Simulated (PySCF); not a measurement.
Isomers C₄H₄F₂O₃:

A. SMILES CC(=O)OC(=O)C(F)F
B. SMILES C[C@@H]1OC(=O)OC1(F)F
C. SMILES C=C(OC(F)F)C(=O)O

Spectrum 1. ¹³C{¹H} NMR (computed): δ 169.5 (C), 163.8 (C), 114.0 (CH), 23.6 (CH3).

Spectrum 2. ¹³C{¹H} NMR (computed): δ 167.9 (C), 154.0 (C, t, J = 3.3 Hz), 122.1 (CH, t, J = 328.1 Hz), 119.0 (CH2).

Spectrum 3. ¹³C{¹H} NMR (computed): δ 152.3 (C, dd, J = 4.8, 3.2 Hz), 133.7 (C, t, J = 328.7 Hz), 83.2 (CH, dd, J = 35.6, 28.4 Hz), 17.9 (CH3, dd, J = 8.9, 2.7 Hz).

All values are calculated (PySCF 2.14.0 with density-fitted response routines): geometry from GFN2-xTB, couplings computed with B3LYP/pcJ-1 (spin–dipole term left out of most H,H and C,H couplings), shieldings: GIAO PBE0/pcSseg-1. No solvent model, non-relativistic Hamiltonian, fast rotation and ring inversion assumed for equivalent nuclei, a single conformation.

Chemical shifts δ = σref − σ; ¹³C against TMS, all at this level. Splittings of carbon signals by F and P are missing where no couplings were computed. One-bond C–F couplings are unscaled and too large by tens of Hz. Acid and N–H amide carbonyl carbons lie up to 10 ppm further downfield in solution (hydrogen bonding). Shifts are as computed. Against solution values, carbons near 30 ppm lie about +3 ppm off and those near 130 ppm about +5 ppm (rms about the fit 2.1 ppm; single classes can miss by 10 ppm). Of 1328 compounds with measured shifts, 309 miss one by over three times the rms of a fit or turn the order of signals round; such compounds aren't used in these exercises. Signals without a measured value on file couldn't be tested in this way; 1H shifts scatter by 0.2 ppm about their fit, and single ones miss by 0.5 ppm.

Q: Which spectrum belongs to which compound?

A: 1–A, 2–C, 3–B.

- Spectrum 1 (A): 4 ¹³C signals; δC 169.5 is an anhydride carbonyl carbon; δC 163.8 is an anhydride carbonyl carbon.
- Spectrum 2 (C): 4 ¹³C signals; δC 167.9 is a carboxylic acid carbon; δC 154.0 is an alkene carbon bearing oxygen.
- Spectrum 3 (B): 4 ¹³C signals; δC 152.3 is a carbonate carbon; δC 133.7 is a fully substituted sp3 carbon bonded to 2 F and O.
